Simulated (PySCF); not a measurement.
Neon: a sound run and one with changed settings

Sound run: Ne⁺ [He] 2s2 2p5, Ne²⁺ [He] 2s2 2p4. Calculation: PySCF 2.14, in def2-TZVP; the non-relativistic Hamiltonian (point nucleus). The sound run starts from symmetry-adapted Hartree-Fock orbitals and uses a fine grid where one is needed.

Changed run: initial guess 1e, at most 50 SCF cycles, level shift 10.0 hartree.

```csv
species,method,sound run (hartree),changed run (hartree),converged
Ne⁺,UHF,-127.81851,-127.81851,no
Ne⁺,M06-L,-128.17311,-128.17311,no
Ne⁺,PBE,-128.06333,-128.06332,no
Ne²⁺,UHF,-126.37482,-126.37482,no
Ne²⁺,M06-L,-126.67099,-126.67099,no
Ne²⁺,PBE,-126.55143,-126.55143,no
```

A level shift slows the SCF but leaves a converged energy unchanged.
